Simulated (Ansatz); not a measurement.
Geometry optimisation, RKS PBE-D4/cc-pVDZ in Ansatz 0.2.0.

The input (input.yaml):

```yaml
crystal:
  periodic: [false, false, false]
  atoms:
    - { symbol: Si, position_ang: [0.27929, -0.425, -0.512468] }
    - { symbol: H, position_ang: [-0.095817, 0.147495, 2.069752] }
    - { symbol: H, position_ang: [1.219378, 0.072859, -1.578956] }
    - { symbol: O, position_ang: [-0.430692, 0.983271, 0.128036] }
    - { symbol: H, position_ang: [-1.385615, 0.856805, 0.295072] }
    - { symbol: O, position_ang: [-1.019421, -1.31361, -1.176799] }
    - { symbol: H, position_ang: [-0.921678, -2.275968, -1.029001] }
    - { symbol: P, position_ang: [1.521692, -1.58062, 0.904758] }
    - { symbol: H, position_ang: [0.451146, -2.426854, 1.377048] }
    - { symbol: H, position_ang: [1.879721, -2.489318, -0.170347] }
    - { symbol: H, position_ang: [0.080298, -0.24696, 2.650304] }
basis:
  gaussian: { orbitals: cc-pVDZ }
hamiltonian:
  xc: pbe
  dispersion: d4
relax:
  f_tol: 0.03
  max_steps: 50
```

Launched with:

```bash
$ ansatz run input.yaml --threads 2 --pin off --max-ram 3072MiB --backend cpu --events-out ev --progress --plain --runs-dir out
```

**Question.** Where does it end, and by what steps?

**Answer.** The run converged. After 22 steps the energy has fallen by 0.249 eV; H11 moved furthest, 1.14 Å.

```
step  energy less start (eV)  largest force component (eV/Å)  accepted
   0                  0.0000                           1.686       yes
   1                 -0.1674                           0.275       yes
   2                 -0.2077                           0.192       yes
   3                 -0.2259                           0.138       yes
   4                 -0.2299                           0.240       yes
   5                 -0.2339                           0.255       yes
   6                 -0.2412                           0.072       yes
   7                 -0.2430                           0.046       yes
   8                 -0.2438                           0.054       yes
   9                 -0.2441                           0.057       yes
  10                 -0.2446                           0.068       yes
  11                 -0.2450                           0.087       yes
  12                 -0.2444                           0.166        no
  13                 -0.2457                           0.070       yes
  14                 -0.2460                           0.117       yes
  15                 -0.2457                           0.135        no
  16                 -0.2468                           0.093       yes
  17                 -0.2474                           0.097       yes
  18                 -0.2286                           0.414        no
  19                 -0.2480                           0.042       yes
  20                 -0.2486                           0.137       yes
  21                 -0.2488                           0.080       yes
  22                 -0.2489                           0.029       yes
```

```xyz
11
Properties=species:S:1:pos:R:3
Si 0.287 -0.492 -0.701
H 0.070 0.785 2.566
H 1.181 0.423 -1.480
O -0.684 0.572 0.208
H -1.372 0.125 0.738
O -0.591 -1.376 -1.859
H -0.871 -2.255 -1.538
P 1.466 -1.833 0.736
H 0.255 -2.458 1.230
H 1.669 -2.860 -0.264
H 0.168 0.670 3.322
```

The run took 41 s on 2 threads of Arm Neoverse V2 (shared host), peak memory 0.14 GiB.
